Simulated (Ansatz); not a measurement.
`OBCCl`, relaxed with RKS PBE-D4/def2-SVP in Ansatz 0.2.0 from a rough embedded geometry. The force threshold is 0.03 eV/Å; the program also tests the step.

Total charge 0; spin multiplicity 1.

Start:

```xyz
8

O     0.157   -0.227    1.669
B     0.441   -0.516    0.319
C    -0.126    0.433   -0.819
Cl   -1.007    1.789   -0.185
H    -0.708   -0.744    1.896
H     1.127   -1.451    0.049
H    -0.692   -0.156   -1.545
H     0.807    0.871   -1.385
```

```csv
step,energy (eV),largest force (eV/Å),largest move (Å)
1,-16331.8008,2.450,0.000
2,-16332.0351,1.012,0.124
3,-16332.1254,0.694,0.113
4,-16332.2771,2.160,0.196
5,-16332.4885,2.563,0.196
6,-16332.7982,1.082,0.200
7,-16332.8512,1.310,0.186
8,-16332.9160,0.292,0.067
9,-16332.9172,0.255,0.049
10,-16332.9236,0.017,0.022
```

End:

```xyz
8

O     0.046   -0.658    1.585
B     0.453   -0.679    0.299
C    -0.074    0.382   -0.758
Cl   -1.233    1.559    0.002
H    -0.587    0.089    1.711
H     1.242   -1.546   -0.037
H    -0.603   -0.115   -1.597
H     0.755    0.968   -1.206
```

It took 14 s on 2 threads of an Arm Neoverse V2 on a shared host, with 0.14 GiB of host memory at the peak.
